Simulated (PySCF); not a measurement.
Input for PySCF: R-MP2/6-31G* on BH4NO2 (SMILES NB(O)O), a point of a torsion scan.

```python
from pyscf import gto, scf, dft, mp
from pyscf.data.elements import chemcore

mol = gto.M(
    atom='''
    N     1.07973208   -0.32361722    0.39834600
    B    -0.20752386    0.17563637   -0.06610717
    O    -1.35091930   -0.05299322    0.63731115
    O    -0.30732475    0.71477781   -1.30655686
    H     1.60444100    0.28208534    1.01102400
    H     1.69195172   -0.50212905   -0.38890375
    H    -1.22166300   -0.49926827    1.47214943
    H    -1.20721400    0.90209543   -1.57364662
    ''',
    basis='6-31g*',
    cart=True,
    charge=0, spin=0, verbose=3, max_memory=1800)
mf = scf.RHF(mol)
mf.conv_tol = 1e-8
mf.max_cycle = 100
mf.kernel()
if not mf.converged:
    mf = mf.newton().run(mf.mo_coeff, mf.mo_occ)
pt = mp.MP2(mf, frozen=chemcore(mol)).run()
```

Output:

```
converged SCF energy = -231.319868028866
E(RMP2) = -231.913427294035  E_corr = -0.59355926516879
E(SCS-RMP2) = -231.895689413359  E_corr = -0.57582138449292
```

Self-consistency was reached.

Cost: about 1.5 core-seconds (a rough figure).
